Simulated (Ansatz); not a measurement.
```yaml
atoms:
  - { symbol: C, position_ang: [0.0000, 0.0000, 0.0000] }
  - { symbol: H, position_ang: [0.6847, 0.6847, 0.6847] }
  - { symbol: H, position_ang: [0.6847, -0.6847, -0.6847] }
  - { symbol: H, position_ang: [-0.6847, 0.6847, -0.6847] }
  - { symbol: H, position_ang: [-0.6847, -0.6847, 0.6847] }
```

Basis set: def2-TZVP (spherical functions). Frozen core: 1 orbital. Charge 0, multiplicity 1.

Computed with Ansatz (development build ahead of 0.2.0); each method stands on the lowest determinant of its kind that the runs found. Restricted open shells among the atoms or ions are ROHF, correlated in semicanonical orbitals with singles.

(1) Give the atomization energy at this shape (free ground-state atoms in the same class of orbitals less the molecule, no zero-point energy) of singlet CH4 by RHF-MP2, RHF.

## Answers

(1)

```
 method  atomization energy
RHF-MP2            16.92 eV
    RHF            13.67 eV
```

Caution: the shape is not the minimum.
